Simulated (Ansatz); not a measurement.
Cost and result for the atomization energy of CH$_{4}$FGaGe (8 atoms, 7 bonds).

Cartesian coordinates in Å:
```
F 1.115 -0.801 1.406
C 0.681 -0.674 0.094
Ga -1.996 0.100 -0.003
Ge 0.464 1.347 -0.315
H 1.473 -1.033 -0.572
H -0.148 -1.398 -0.037
H -0.799 1.003 -1.365
H -0.791 1.456 0.791
```

Total charge 0; spin multiplicity 1. Correlated methods include outer-core shells of Ga, Ge, which these sets cover unevenly. Scalar relativity is left out up to krypton. The bonds changed during the relaxation, so this is another structure than the one it started from. Geometry: relaxed with PBE0-D4/def2-TZVP. Program: Ansatz. All runs use 4 threads of an Arm Neoverse V1 on a shared host. Times are those of one run each, without the atoms' runs, and a repeat can differ threefold. Electronic energies, without spin–orbit coupling; frozen cores. CCSD(T)/CBS adds CCSD(T) − MP2 in def2-TZVPP to the MP2 limit, and its time is that of the two runs behind it. T1 = 0.014. With those shells the extrapolation isn't a true limit. B3LYP takes the VWN-RPA correlation (the form of Gaussian; ORCA's B3LYP/G).

CCSD(T)/CBS is a level of theory with its own doubt, some kJ/mol a heavy atom from the limit and from the frozen cores, so smaller differences don't rank the functionals.

| level | functions | wall time | atomization (kJ/mol) | difference from CCSD(T)/CBS | per bond |
| --- | --- | --- | --- | --- | --- |
| PBE-D4/def2-TZVPP (with forces) | 214 | 2.7 s | 2393.1 | 44.1 | 6.3 |
| PBE0-D4/def2-TZVPP | 214 | 3.6 s | 2330.1 | -18.9 | -2.7 |
| B3LYP-D4/def2-TZVPP (with forces) | 214 | 5.5 s | 2329.9 | -19.1 | -2.7 |
| r2SCAN-D4/def2-TZVPP (with forces) | 214 | 6 s | 2348.9 | -0.1 | 0.0 |
| B2PLYP/def2-TZVPP | 214 | 6 s | 2295.7 | -53.3 | -7.6 |
| ωB97X-V/def2-TZVPP | 214 | 9 s | 2334.2 | -14.8 | -2.1 |
| ωB97M-V/def2-TZVPP (with forces) | 214 | 13 s | 2328.4 | -20.6 | -3.0 |
| MP2/def2-QZVPP | 412 | 22 s | 2336.7 | -12.3 | -1.8 |
| CCSD(T)/def2-TZVPP | 214 | 2.5 min | 2283.1 | -65.9 | -9.4 |
| CCSD(T)/CBS(def2) | – | 2.9 min | 2349.0 | 0.0 | 0.0 |

From PBE to PBE0 (25 % exact exchange), in def2-TZVPP and without D4, the atomization energy moves by −60.0 kJ/mol: exact exchange takes away binding that semilocal exchange gives to molecules. The D4 term adds +31.1 kJ/mol with B3LYP and +15.9 kJ/mol with PBE0; it sums over pairs of atoms, weighted by their polarisabilities, and B3LYP, whose exchange is more repulsive, gets the larger term. In def2-TZVPP, CCSD(T) changes the Hartree–Fock value by +691.5 kJ/mol (the triples alone add +45.9 kJ/mol) and MP2 by +707.5 kJ/mol; breaking electron pairs costs correlation energy, which Hartree–Fock lacks.
